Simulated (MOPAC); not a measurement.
Input file for MOPAC: PM6 on CH4Cd (SMILES [CH3][CdH]), a point of a bond scan (R = 1.308 Å).

```
PM6 1SCF PRECISE CHARGE=0 THREADS=1
CH4Cd

Cd    -0.28068773 1    -0.15103297 1    -0.04141861 1
H     -1.74994566 1    -0.94161398 1    -0.25822404 1
C      1.58135131 1     0.85089642 1     0.23334606 1
H      2.12121404 1     0.50095888 1     1.37271558 1
H      1.43288682 1     1.93112443 1     0.23532541 1
H      2.27072534 1     0.59541191 1    -0.57190501 1
```

Output:

```
*******************************************************************************
 **                                                                           **
 **                              MOPAC v23.2.5                                **
 **                                                                           **
 *******************************************************************************
 ** MOPAC's Digital Object Identifier: https://doi.org/10.5281/zenodo.6511958 **
 **                                                                           **
 ** Please cite the open-source release paper for use of this MOPAC version:  **
 ** J. E. Moussa and J. J. P. Stewart (2026)                                  **
 ** MOPAC: An open-source semiempirical molecular orbital program             **
 ** J. Open Source Softw., 11(119), 8025, https://doi.org/10.21105/joss.08025 **
 *******************************************************************************

                              PM6 CALCULATION RESULTS

 *******************************************************************************
 *  PM6        - The PM6 Hamiltonian to be used
 *
 *
 *
 *                 CHARGE ON SYSTEM = 0
 *
 *
 *
 *  PRECISE    - TIGHTER CRITERIA TO BE USED
 *  1SCF       - DO 1 SCF AND THEN STOP
 *  THREADS=1  - MULTI-THREADING NOT USED
 *  T=         - A TIME OF 172800.0 SECONDS REQUESTED
 *  DUMP=N     - RESTART FILE WRITTEN EVERY 7200.0 SECONDS REQUESTED
 *******************************************************************************
PM6 1SCF PRECISE CHARGE=0 THREADS=1
 CH4Cd

   ATOM   CHEMICAL          X               Y               Z
  NUMBER   SYMBOL      (ANGSTROMS)     (ANGSTROMS)     (ANGSTROMS)

     1      Cd         -0.28068773  *  -0.15103297  *  -0.04141861  *
     2       H         -1.74994566  *  -0.94161398  *  -0.25822404  *
     3       C          1.58135131  *   0.85089642  *   0.23334606  *
     4       H          2.12121404  *   0.50095888  *   1.37271558  *
     5       H          1.43288682  *   1.93112443  *   0.23532541  *
     6       H          2.27072534  *   0.59541191  *  -0.57190501  *



          CARTESIAN COORDINATES

    NO.       ATOM           X           Y           Z

     1        Cd         -0.2807     -0.1510     -0.0414
     2         H         -1.7499     -0.9416     -0.2582
     3         C          1.5814      0.8509      0.2333
     4         H          2.1212      0.5010      1.3727
     5         H          1.4329      1.9311      0.2353
     6         H          2.2707      0.5954     -0.5719

 General Reference for PM6:
 "Optimization of Parameters for Semiempirical Methods V: Modification of NDDO Approximations
 and Application to 70 Elements", J. J. P. Stewart, J. Mol. Mod., 13, 1173-1213 (2007)
 URL: https://link.springer.com/article/10.1007/s00894-007-0233-4

           Empirical Formula: C H4 Cd  =     6 atoms



      MOLECULAR POINT GROUP   :   Cs


      RHF CALCULATION, NO. OF DOUBLY OCCUPIED LEVELS = 5


 -------------------------------------------------------------------------------
 PM6 1SCF PRECISE CHARGE=0 THREADS=1
 CH4Cd



     1SCF WAS SPECIFIED, SO BFGS WAS NOT USED
     SCF FIELD WAS ACHIEVED


                              PM6 CALCULATION
                                                       MOPAC v23.2.5 Linux




          FINAL HEAT OF FORMATION =         70.58570 KCAL/MOL =     295.33055 KJ/MOL


          COSMO AREA              =         83.29 SQUARE ANGSTROMS
          COSMO VOLUME            =         61.62 CUBIC ANGSTROMS

          IONIZATION POTENTIAL    =          8.020205 EV
          HOMO LUMO ENERGIES (EV) =         -8.020  2.556
          NO. OF FILLED LEVELS    =          5
          MOLECULAR WEIGHT        =        128.4526         POINT GROUP:  Cs

          MOLECULAR DIMENSIONS (Angstroms)

            Atom       Atom       Distance
            H     4    H     2     4.44149
            H     2    H     6     1.87268
            H     5    H     2     1.56073


          SCF CALCULATIONS        =          1





   ATOM   CHEMICAL          X               Y               Z
  NUMBER   SYMBOL      (ANGSTROMS)     (ANGSTROMS)     (ANGSTROMS)

     1      Cd         -0.28068773  *  -0.15103297  *  -0.04141861  *
     2       H         -1.74994566  *  -0.94161398  *  -0.25822404  *
     3       C          1.58135131  *   0.85089642  *   0.23334606  *
     4       H          2.12121404  *   0.50095888  *   1.37271558  *
     5       H          1.43288682  *   1.93112443  *   0.23532541  *
     6       H          2.27072534  *   0.59541191  *  -0.57190501  *

                             CARTESIAN COORDINATES

   1   Cd       -0.280687730    -0.151032970    -0.041418610
   2    H       -1.749945660    -0.941613980    -0.258224040
   3    C        1.581351310     0.850896420     0.233346060
   4    H        2.121214040     0.500958880     1.372715580
   5    H        1.432886820     1.931124430     0.235325410
   6    H        2.270725340     0.595411910    -0.571905010


           Empirical Formula: C H4 Cd  =     6 atoms



      MOLECULAR POINT GROUP   :   Cs


                  EIGENVALUES
 -22.12637 -11.89454 -11.56053 -11.02869  -8.02020   2.55571   2.55826   3.71299
   6.10071   7.00027   7.65493   8.81364


              NET ATOMIC CHARGES AND DIPOLE CONTRIBUTIONS

  ATOM NO.   TYPE          CHARGE      No. of ELECS.   s-Pop       p-Pop
    1         Cd           0.588547        1.4115     1.02110     0.39036
    2          H          -0.088237        1.0882     1.08824
    3          C          -0.925218        4.9252     1.09062     3.83460
    4          H           0.137900        0.8621     0.86210
    5          H           0.143504        0.8565     0.85650
    6          H           0.143504        0.8565     0.85650
 DIPOLE           X         Y         Z       TOTAL
 POINT-CHG.    -3.122    -1.736    -0.367     3.591
 HYBRID         1.465     0.806     0.188     1.683
 SUM           -1.656    -0.930    -0.179     1.908


          ATOMIC ORBITAL ELECTRON POPULATIONS

     Atom    s        px        py        pz
    1 Cd   1.02110   0.28797   0.08785   0.01454
    2  H   1.08824
    3  C   1.09062   1.43978   1.24617   1.14864
    4  H   0.86210
    5  H   0.85650
    6  H   0.85650

 **********************
 *                    *
 * JOB ENDED NORMALLY *
 *                    *
 **********************




 == MOPAC DONE ==
```

The run finished.

Cost: about 0.05 core-seconds (a rough figure).
